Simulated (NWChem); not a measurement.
C$_{4}$H$_{6}$Si; SMILES C=CC#C[SiH3]

Results from NWChem. Pople sets run with spherical d functions. The geometry was optimised at PBE0/def2-SVP. Level: PBE/6-31G* with SMD (1 M gas to 1 M solution), gas-phase geometry. Reactions with the solvent are ignored.

### Question
Estimate the computed values for solvent water. Quantities: solvation free energy (kcal/mol); cavity-dispersion-structure term (kcal/mol); dipole in solution (D).

### Answer
- solvation free energy (kcal/mol) = 2.1
- cavity-dispersion-structure term (kcal/mol) = 5.2
- dipole in solution (D) = 1.61
